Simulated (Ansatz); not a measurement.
Reaction (atomization): `C[N]([GeH3])BF` → B• + C• + F• + Ge• + 7 H• + N•

Computed with Ansatz on PBE0-D4/def2-TZVP structures; ΔE is electronic, products minus reactants. CCSD(T)/CBS is the MP2 limit (def2-TZVPP, def2-QZVPP) plus CCSD(T) − MP2 in def2-TZVPP, frozen cores. This one scheme is used for every species, atoms too. DFT in def2-TZVPP. Open shells (•) are unrestricted, without spin–orbit coupling. Spin–orbit coupling would lower the free atoms: a little for B, C, F; clearly for Ge. For Ge outer-core shells are correlated without core-valence functions, so the limit isn't a true one: a few kJ/mol of doubt a bond, and 10 to 20 or more in all where bonds break to atoms. Scalar relativity is left out up to krypton. Each species was taken in one conformer, which may not be the lowest.

`C[N]([GeH3])BF`:

Z-matrix (Å, degrees):
```
C
N 1 1.452
H 1 1.095 2 111.5
H 1 1.091 2 110.0 3 -119.8
H 1 1.095 2 111.5 3 120.5
Ge 2 1.862 1 115.4 3 -60.3
B 2 1.393 1 120.9 3 119.7
H 6 1.539 2 107.2 1 58.7
H 6 1.527 2 109.6 1 -179.8
H 6 1.539 2 107.2 1 -58.3
F 7 1.341 2 120.3 1 -180.0
H 7 1.199 2 121.7 1 0.0
```

```
         species  ωB97X-V energy (Eh)
`C[N]([GeH3])BF`          -2298.69290
              B•            -24.65377
              C•            -37.84659
              F•            -99.73415
             Ge•          -2076.71856
              H•             -0.50049
              N•            -54.58629
```

(1) Work out ΔE.

Largest T1 diagnostic among the species: 0.014.

Answers

(1) ΔE = 7 × (-0.50049) + (-24.65377) + (-37.84659) + (-99.73415) + (-2076.71856) + (-54.58629) − (-2298.69290) = 1.65011 Eh = +44.90 eV. CCSD(T)/CBS gives +44.70 eV.

In def2-TZVPP, CCSD(T) changes the Hartree–Fock value by +10.69 eV (the triples alone add +0.58 eV) and MP2 by +11.22 eV; breaking electron pairs costs correlation energy, which Hartree–Fock lacks. From BLYP to BHLYP (50 % exact exchange), in def2-TZVPP and without D4, ΔE moves by −0.70 eV: exact exchange takes away binding that semilocal exchange gives to molecules.

For atomizations the MP2-based limit and the directly extrapolated one differ by several kJ/mol either way, and by 10 to 25 for some Ge, Se and Sn compounds, so smaller differences from it don't rank the levels.
